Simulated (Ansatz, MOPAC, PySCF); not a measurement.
Species: SiH$_{2}$Cl, charge 0, multiplicity 2. SMILES: [SiH2]Cl
Geometry from a B3LYP-D3(BJ)/def2-TZVP (Ansatz, an electronic-structure program) optimisation:
```
Si
H 1 1.4844
H 1 1.4844 2 111.01
Cl 1 2.0680 2 108.33 3 118.83
```
Charge 0, spin multiplicity 2.

Wanted: vertical electron affinity to the singlet, in eV. Terms: no dispersion term unless named; 6-311+G** with 5d, 6d on Na to Ar in Ansatz; non-relativistic; each state is the SCF solution reached for its charge and spin; open shells spin-unrestricted; PM7 with its own dispersion and hydrogen-bond terms; 6-31G* and kin with 6d, 5d where marked; valence correlation only; spin-orbit terms left out. Ab initio and DFT rows: single points at B3LYP-D3(BJ) geometries (Ansatz). Semi-empirical rows: differences of heats of formation at the shared geometry for vertical values. Sets without +, aug- or the D of def2-TZVPD hold no diffuse functions, which anions need.

```
level               program  vertical electron affinity to the singlet (eV)
------------------  -------  ----------------------------------------------
PM3                   MOPAC                                            1.98
PM7                   MOPAC                                            2.17
PBE/6-311+G**        Ansatz                                            1.14
B3LYP/STO-3G         Ansatz                                           -3.27
B3LYP/6-31G*         Ansatz                                            0.86
B3LYP/6-311+G**      Ansatz                                            1.23
M06-2X/6-31G* (5d)    PySCF                                            0.87
MP2/6-31G*           Ansatz                                            0.38
MP2/6-311+G**        Ansatz                                            0.77
B3LYP/def2-TZVPD     Ansatz                                            1.13
PBE0/def2-TZVPD      Ansatz                                            1.03
```

No value to compare with is used here. The 9 habitual levels span -3.27 (B3LYP/STO-3G) to 2.17 eV (PM7); PBE0/def2-TZVPD gives 1.03.

The levels are drawn from those run, B3LYP/6-31G* more often than the rest, none by its result; left out are runs that failed, that the program found above a lower state of the same kind, or whose <S^2> lies over 0.5 above the pure value.
